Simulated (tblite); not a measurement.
Torsional barriers computed with GFN2-xTB (tblite), climbing-image nudged elastic band, gas phase; electronic energies of the top image counted from the start geometry. The bands met a force threshold of 0.05 eV/Å; their tops weren't refined or checked by frequencies and can lie a kcal/mol or more above the method's true saddle points. Atom numbers follow the mapped SMILES.

Problem. Rank the forward barriers of these bands, lowest first.
A. `[CH3:1][CH:2]([CH3:3])/[CH:4]=[CH:5]/[S:6][CH2:7][F:8]`: F8–C7–S6–C5 from -68° to 69°
B. `[N:1]#[C:2][C@H:3]([F:4])[C:5](=[O:6])[O:7][SiH3:8]`: C3–C5–O7–Si8 from -179° to 0°
C. `[F:1][C:2]([F:3])([F:4])[S:5][c:6]1[cH:7][cH:8][cH:9][o:10]1`: F1–C2–S5–C6 from 56° to 176°
D. `[NH2:1][SiH2:2][C@H:3]([SiH3:4])[SiH2:5][Cl:6]`: N1–Si2–C3–Si4 from 61° to -163°

Solution. C (1.0 kcal/mol), D (2.3 kcal/mol), A (2.7 kcal/mol), B (3.6 kcal/mol).

```json
{"SMILES": "FC(F)(F)Sc1ccco1", "ends of the turned bond": "CF3 carbon / sulfide sulfur", "barrier (kcal/mol)": "1.0", "end above start (kcal/mol)": "0.0", "dihedral at top (°)": "117", "bond at start (Å)": "1.839", "bond at top (Å)": "1.850", "Eyring rate at 298 K (s⁻¹)": "1 × 10^12"}
{"SMILES": "N[SiH2][C@H]([SiH3])[SiH2]Cl", "ends of the turned bond": "SiH2 silicon / sp3 carbon bound to silicon", "barrier (kcal/mol)": "2.3", "end above start (kcal/mol)": "-0.5", "dihedral at top (°)": "129", "bond at start (Å)": "1.909", "bond at top (Å)": "1.919", "Eyring rate at 298 K (s⁻¹)": "1 × 10^11"}
{"SMILES": "CC(C)/C=C/SCF", "ends of the turned bond": "sp3 C–F carbon / sulfide sulfur", "barrier (kcal/mol)": "2.7", "end above start (kcal/mol)": "0.0", "dihedral at top (°)": "3", "bond at start (Å)": "1.817", "bond at top (Å)": "1.849", "Eyring rate at 298 K (s⁻¹)": "6 × 10^10"}
{"SMILES": "N#C[C@H](F)C(=O)O[SiH3]", "ends of the turned bond": "carbonyl carbon / oxygen singly bound to a carbonyl carbon", "barrier (kcal/mol)": "3.6", "end above start (kcal/mol)": "1.2", "dihedral at top (°)": "-87", "bond at start (Å)": "1.299", "bond at top (Å)": "1.304", "Eyring rate at 298 K (s⁻¹)": "1 × 10^10"}
```

Rates take the electronic barrier for the free energy of activation. GFN2-xTB barriers can miss by several kcal/mol, and conformer orders can be wrong, so the ranking may change at better levels.
